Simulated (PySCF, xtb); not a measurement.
BH4O4, SMILES O[B-](O)(O)O, charge -1.

xtb 6.7.1 with GFN2-xTB at its own geometry gives an orbital gap of 13.29 eV.

Geometry: PBE0-D3(BJ)/def2-SVPD. The values are those of a single conformer.

**Question.** What does M06-2X/def2-SVPD (PySCF) give? (The exact figures need the calculation; the answer reports its results.)

**Answer.** gap 8.31 eV (levels -3.99 and 4.31 eV).
